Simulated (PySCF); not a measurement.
PySCF input (M06-2X/def2-TZVPD):

```python
from pyscf import gto, scf, dft

mol = gto.M(
    atom='''
    Si    0.30206526    0.47546220   -0.20374489
    Cl   -0.03347970   -1.22336384   -1.35106641
    Cl   -1.16802608    0.68063782    1.22233080
    O     1.71619924    0.32833936    0.61166249
    H     2.46709062   -0.05684324    0.14763395
    ''',
    basis='def2-tzvpd',
    charge=0,
    spin=1,
    verbose=4,
)

mf = dft.UKS(mol, xc='m062x').density_fit(auxbasis='def2-universal-jkfit')
mf.grids.level = 4
mf.conv_tol = 1e-9
mf.max_cycle = 100
mf.max_memory = 1500
mf.kernel()
if not mf.converged:
    mf = mf.newton()
    mf.kernel(mf.make_rdm1())
for _ in range(2):
    mo, _, stable, _ = mf.stability(return_status=True)
    if stable:
        break
    mf.kernel(mf.make_rdm1(mo, mf.mo_occ))
mf.analyze()
```

Output:

```
PySCF version 2.14.0

[INPUT] verbose = 4
[INPUT] num. atoms = 5
[INPUT] num. electrons = 57
[INPUT] charge = 0
[INPUT] spin (= nelec alpha-beta = 2S) = 1
[INPUT] symmetry False subgroup None
[INPUT] Mole.unit = angstrom
[INPUT] Symbol           X                Y                Z      unit          X                Y                Z       unit  Magmom
[INPUT]  1 Si     0.302065260000   0.475462200000  -0.203744890000 AA    0.570820613146   0.898493340583  -0.385022041380 Bohr   0.0
[INPUT]  2 Cl    -0.033479700000  -1.223363840000  -1.351066410000 AA   -0.063267463733  -2.311822608296  -2.553145490999 Bohr   0.0
[INPUT]  3 Cl    -1.168026080000   0.680637820000   1.222330800000 AA   -2.207249397549   1.286219069821   2.309870445621 Bohr   0.0
[INPUT]  4 O      1.716199240000   0.328339360000   0.611662490000 AA    3.243146538787   0.620471466315   1.155874586770 Bohr   0.0
[INPUT]  5 H      2.467090620000  -0.056843240000   0.147633950000 AA    4.662125596283  -0.107418155633   0.278987732188 Bohr   0.0

nuclear repulsion = 263.68988739389
number of shells = 66
number of NR pGTOs = 279
number of NR cGTOs = 184
basis = def2-tzvpd
ecp = {}

******** <class 'pyscf.df.df_jk.DFUKS'> ********
method = DFUKS
initial guess = minao
damping factor = 0
level_shift factor = 0
DIIS = <class 'pyscf.scf.diis.CDIIS'>
diis_start_cycle = 1
diis_space = 8
diis_damp = 0
SCF conv_tol = 1e-09
SCF conv_tol_grad = None
SCF max_cycles = 100
direct_scf = False
number electrons alpha = 29  beta = 28
XC library pyscf.dft.libxc version 7.1.2
    S. Lehtola, C. Steigemann, M. J. T. Oliveira, and M. A. L. Marques,  SoftwareX 7, 1–5 (2018)
XC functionals = m062x
    Y. Zhao and D. G. Truhlar,  Theor. Chem. Acc. 120, 215 (2008)
    Y. Zhao and D. G. Truhlar,  Theor. Chem. Acc. 120, 215 (2008)
radial grids:
    Treutler-Ahlrichs [JCP 102, 346 (1995); DOI:10.1063/1.469408] (M4) radial grids

becke partition: Becke, JCP 88, 2547 (1988); DOI:10.1063/1.454033
pruning grids: <function nwchem_prune>
grids dens level: 4
symmetrized grids: False
atomic radii adjust function: <function treutler_atomic_radii_adjust>
small_rho_cutoff = 0
Set gradient conv threshold to 3.16228e-05
tot grids = 130272
******** <class 'pyscf.df.df.DF'> ********
auxbasis = def2-universal-jkfit
init E= -1286.16810915881
  alpha nocc = 29  HOMO = -0.184236870251695  LUMO = -0.0113144783324237
  beta  nocc = 28  HOMO = -0.405258564544484  LUMO = -0.184236870251702

WARN: HOMO -0.184236870251695 >= LUMO -0.184236870251702
[...]
  beta  nocc = 28  HOMO = -0.394117202019552  LUMO = -0.105013405556335
  HOMO = -0.28802424599  LUMO = -0.105013405556  gap/eV = 4.97998
Extra cycle  E= -1285.82581126054  delta_E= -5.25e-11  |g|= 6.8e-06  |ddm|= 1.62e-05
converged SCF energy = -1285.82581126054  <S^2> = 0.75266525  2S+1 = 2.0026635
uhf_internal: lowest eigs of H = [0.35292704 0.37372066 0.37522252]
<class 'pyscf.df.df_jk.DFUKS'> wavefunction is stable in the internal stability analysis
**** SCF Summaries ****
Total Energy =                       -1285.825811260538330
Nuclear Repulsion Energy =             263.689887393890160
One-electron Energy =                -2301.993649063831072
Two-electron Energy =                  752.477950409402524
Two-electron Coulomb Energy =          838.932307178386168
DFT Exchange-Correlation Energy =      -86.454356768983615
HOMO-LUMO gap [eV] =                     4.979978624880497
**** MO energy ****
                             alpha | beta                alpha | beta
MO #1   energy= -102.652489319223  | -102.651081178171  occ= 1 | 1
MO #2   energy= -102.651472398963  | -102.650107356852  occ= 1 | 1
MO #3   energy= -67.1165150310048  | -67.1111344805682  occ= 1 | 1
MO #4   energy= -19.6664810074471  | -19.664459611184   occ= 1 | 1
MO #5   energy= -9.81602567386778  | -9.81548209940202  occ= 1 | 1
MO #6   energy= -9.81507393454763  | -9.81454999541433  occ= 1 | 1
MO #7   energy= -7.53758486056218  | -7.53487804508209  occ= 1 | 1
MO #8   energy= -7.5366792567233   | -7.53405677130129  occ= 1 | 1
MO #9   energy= -7.53376687323807  | -7.53307475754645  occ= 1 | 1
MO #10  energy= -7.53344424797659  | -7.53245270148499  occ= 1 | 1
MO #11  energy= -7.5328164427087   | -7.53206160958429  occ= 1 | 1
MO #12  energy= -7.53241179836239  | -7.53153093945874  occ= 1 | 1
MO #13  energy= -5.64500812196057  | -5.63987281367155  occ= 1 | 1
MO #14  energy= -3.95774348900531  | -3.95249865752815  occ= 1 | 1
MO #15  energy= -3.95454468998451  | -3.95153920337752  occ= 1 | 1
MO #16  energy= -3.95347287554956  | -3.94710599203725  occ= 1 | 1
MO #17  energy= -1.16742213540452  | -1.16026203665756  occ= 1 | 1
MO #18  energy= -0.949074245081226 | -0.941519153341031 occ= 1 | 1
MO #19  energy= -0.928316660276963 | -0.921710256895183 occ= 1 | 1
MO #20  energy= -0.669121044169565 | -0.658962491825136 occ= 1 | 1
MO #21  energy= -0.564220920325894 | -0.547508500452423 occ= 1 | 1
MO #22  energy= -0.506997360099669 | -0.495940227856146 occ= 1 | 1
MO #23  energy= -0.48796393443148  | -0.469278181523816 occ= 1 | 1
MO #24  energy= -0.46484827712908  | -0.453943804115084 occ= 1 | 1
MO #25  energy= -0.431342030182123 | -0.423653056894996 occ= 1 | 1
MO #26  energy= -0.415721901913889 | -0.411635491697602 occ= 1 | 1
MO #27  energy= -0.406972131441989 | -0.40256996181453  occ= 1 | 1
MO #28  energy= -0.395978652341536 | -0.394117202019552 occ= 1 | 1
MO #29  energy= -0.288024245989831 | -0.105013405556335 occ= 1 | 0
MO #30  energy= -0.00357383249398178 | 0.000891741452517913 occ= 0 | 0
MO #31  energy= 0.0166100035989334 | 0.01508355628842   occ= 0 | 0
MO #32  energy= 0.02158384454677   | 0.0242263241552551 occ= 0 | 0
MO #33  energy= 0.0347661418105987 | 0.0262904666486986 occ= 0 | 0
MO #34  energy= 0.0433097138789244 | 0.0500153572931938 occ= 0 | 0
MO #35  energy= 0.0525119564146033 | 0.0520631167128644 occ= 0 | 0
MO #36  energy= 0.0535803976478599 | 0.0530877216466503 occ= 0 | 0
MO #37  energy= 0.0570679264780876 | 0.0609123050901521 occ= 0 | 0
MO #38  energy= 0.0623991743285046 | 0.0632771193682124 occ= 0 | 0
MO #39  energy= 0.0660766991167809 | 0.0739723706549842 occ= 0 | 0
MO #40  energy= 0.0883321171236396 | 0.0881981834183077 occ= 0 | 0
MO #41  energy= 0.0927729769330989 | 0.094682241741639  occ= 0 | 0
MO #42  energy= 0.0990996472097595 | 0.102340946537561  occ= 0 | 0
MO #43  energy= 0.119806911917037  | 0.107533167516478  occ= 0 | 0
MO #44  energy= 0.155658962017425  | 0.14361917355134   occ= 0 | 0
MO #45  energy= 0.165860927009688  | 0.15260257550666   occ= 0 | 0
MO #46  energy= 0.170546459939993  | 0.161846188258742  occ= 0 | 0
MO #47  energy= 0.179854166072352  | 0.164272164937163  occ= 0 | 0
MO #48  energy= 0.18440654394698   | 0.173132981417578  occ= 0 | 0
MO #49  energy= 0.192023722196393  | 0.188711340600446  occ= 0 | 0
MO #50  energy= 0.196767501921349  | 0.194539938733161  occ= 0 | 0
MO #51  energy= 0.223546810356068  | 0.209208533963919  occ= 0 | 0
MO #52  energy= 0.224163411452975  | 0.223052318688307  occ= 0 | 0
MO #53  energy= 0.229550308673739  | 0.228456357647295  occ= 0 | 0
MO #54  energy= 0.244269835501819  | 0.237804463773717  occ= 0 | 0
MO #55  energy= 0.252060394381937  | 0.248269339176579  occ= 0 | 0
MO #56  energy= 0.259565623007951  | 0.25593180096717   occ= 0 | 0
MO #57  energy= 0.268043552624062  | 0.261967094910127  occ= 0 | 0
MO #58  energy= 0.27388885839251   | 0.266095688310897  occ= 0 | 0
MO #59  energy= 0.278970549323604  | 0.273043902527361  occ= 0 | 0
MO #60  energy= 0.28254581215711   | 0.276165493099832  occ= 0 | 0
MO #61  energy= 0.287420462505116  | 0.283976735692298  occ= 0 | 0
MO #62  energy= 0.297407028287068  | 0.29322465665779   occ= 0 | 0
MO #63  energy= 0.312739433445034  | 0.310864513123936  occ= 0 | 0
MO #64  energy= 0.333495899261053  | 0.334223284089078  occ= 0 | 0
MO #65  energy= 0.357460585483893  | 0.352200077582618  occ= 0 | 0
MO #66  energy= 0.395922437386239  | 0.391788576499159  occ= 0 | 0
MO #67  energy= 0.415274874284381  | 0.414793109606072  occ= 0 | 0
MO #68  energy= 0.422281466140481  | 0.414996549514849  occ= 0 | 0
MO #69  energy= 0.425835079808683  | 0.42395219897913   occ= 0 | 0
MO #70  energy= 0.444699174975114  | 0.437887822881777  occ= 0 | 0
MO #71  energy= 0.450059330156483  | 0.448271065148445  occ= 0 | 0
MO #72  energy= 0.451278530174381  | 0.453432525632684  occ= 0 | 0
MO #73  energy= 0.501451051102922  | 0.500856700685189  occ= 0 | 0
MO #74  energy= 0.529625042618852  | 0.527960975333436  occ= 0 | 0
MO #75  energy= 0.573730178970076  | 0.568557684971906  occ= 0 | 0
MO #76  energy= 0.579715345790222  | 0.574678809746382  occ= 0 | 0
MO #77  energy= 0.591547860637328  | 0.586606877979907  occ= 0 | 0
MO #78  energy= 0.598503612775556  | 0.592972619564331  occ= 0 | 0
MO #79  energy= 0.616942429618438  | 0.612426711884365  occ= 0 | 0
MO #80  energy= 0.619181572485315  | 0.615731043513469  occ= 0 | 0
MO #81  energy= 0.644666699248026  | 0.643460647630127  occ= 0 | 0
MO #82  energy= 0.651220494667435  | 0.649836772531008  occ= 0 | 0
MO #83  energy= 0.656177585306291  | 0.653417327730554  occ= 0 | 0
MO #84  energy= 0.661742787218015  | 0.657847775759395  occ= 0 | 0
MO #85  energy= 0.669459232319058  | 0.666565933622896  occ= 0 | 0
MO #86  energy= 0.67620388537387   | 0.674509498871981  occ= 0 | 0
MO #87  energy= 0.682622019248322  | 0.678830325300446  occ= 0 | 0
MO #88  energy= 0.693408197146297  | 0.69241941504394   occ= 0 | 0
MO #89  energy= 0.711859998055273  | 0.711911059023083  occ= 0 | 0
MO #90  energy= 0.734335210797986  | 0.735211398582575  occ= 0 | 0
MO #91  energy= 0.75832797642099   | 0.756326838045359  occ= 0 | 0
MO #92  energy= 0.780800163525953  | 0.779549862018623  occ= 0 | 0
MO #93  energy= 0.792658132861902  | 0.794052196886394  occ= 0 | 0
MO #94  energy= 0.804974706780601  | 0.805614812530407  occ= 0 | 0
MO #95  energy= 0.813519364708836  | 0.808191640339344  occ= 0 | 0
MO #96  energy= 0.844595700751316  | 0.841264353963226  occ= 0 | 0
MO #97  energy= 0.882726008567811  | 0.882609430688338  occ= 0 | 0
MO #98  energy= 0.959607475281182  | 0.953649098247126  occ= 0 | 0
MO #99  energy= 1.03938547685778   | 1.03348624409478   occ= 0 | 0
MO #100 energy= 1.08012128073176   | 1.06915052441265   occ= 0 | 0
MO #101 energy= 1.08590605363907   | 1.08256621759562   occ= 0 | 0
MO #102 energy= 1.11884632684388   | 1.08992062423414   occ= 0 | 0
MO #103 energy= 1.12317092834991   | 1.10607242554691   occ= 0 | 0
MO #104 energy= 1.1438084476443    | 1.12813465751775   occ= 0 | 0
[...]
```

It need not be the lowest isomer of its formula.
